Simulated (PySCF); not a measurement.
A calculated (MN15, PySCF 2.14, def2-TZVPPD, the non-relativistic Hamiltonian (point nucleus)) atom or ion has these occupied shells.

```tsv
shell	electrons	orbital energy (eV)	rms radius, mean of both spins (bohr)
1s	2	-8734.9	0.0613
2s	2	-1038.3	0.261
2p	6	-925.45	0.230
3s	2	-119.30	0.792
3p	6	-83.209	0.827
3d	10	-17.129	1.17
```

Q: Name the element and its charge.

A: Cu⁺ (copper, charge +1), in [Ar] 3d10, closed-shell 1S.
